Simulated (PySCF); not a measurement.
## J couplings in SMILES N(=C/C)/[NH][SnH3], C2H8N2Sn

Cartesian coordinates in Å; atom numbers follow the order of the lines, from 1:
```xyz
13

C    -2.2137    0.0125   -0.2757
C    -1.1728   -1.0377   -0.5103
N     0.0903   -0.8640   -0.3809
N     0.5753    0.3294   -0.0134
Sn    2.5833    0.3903    0.3787
H    -2.0621    0.8893   -0.9319
H    -3.2218   -0.3771   -0.4678
H    -2.1939    0.3844    0.7659
H    -1.4787   -2.0421   -0.8222
H    -0.0846    1.0632    0.2492
H     2.8915    2.0304    0.7693
H     3.3941   -0.1040   -1.0404
H     2.9364   -0.6485    1.6939
```

Calculated values (PySCF 2.14.0): indirect couplings, PBE0/pcJ-1 (dyall-v2z on Sn), gas phase, finite nuclei, structure from PBE0-D3(BJ)/def2-SVP.

Non-relativistic values:
```csv
coupling,atoms,J (Hz)
"1J(119Sn,15N)",Sn5 – N4,148.0
"1J(119Sn,1H)",Sn5 – H11/H12/H13,-1610.4
"2J(119Sn,15N)",Sn5 – N3,46.3
"2J(119Sn,1H)",Sn5 – H10,-125.0
"3J(119Sn,13C)",Sn5 – C2,-48.5
"4J(119Sn,13C)",Sn5 – C1,4.2
"4J(119Sn,1H)",Sn5 – H9,-2.0
"5J(119Sn,1H)",Sn5 – H6/H7/H8,1.5
```

**Question.** What do two-component X2C with spin–orbit coupling give?

**Answer.** 
```
     coupling              atoms  with spin–orbit (Hz)
1J(119Sn,15N)           Sn5 – N4                 143.6
 1J(119Sn,1H)  Sn5 – H11/H12/H13               -2127.8
2J(119Sn,15N)           Sn5 – N3                  73.6
 2J(119Sn,1H)          Sn5 – H10                -177.6
3J(119Sn,13C)           Sn5 – C2                 -66.9
4J(119Sn,13C)           Sn5 – C1                   6.7
 4J(119Sn,1H)           Sn5 – H9                  -0.7
 5J(119Sn,1H)     Sn5 – H6/H7/H8                   2.1
```

The largest listed coupling, 1J(119Sn,1H), ends at 1.32 times its non-relativistic value. Equivalent partners are averaged, as under fast rotation. In the static structure 5J(119Sn,1H) spreads over 4.0, 2.6, -0.4 Hz.
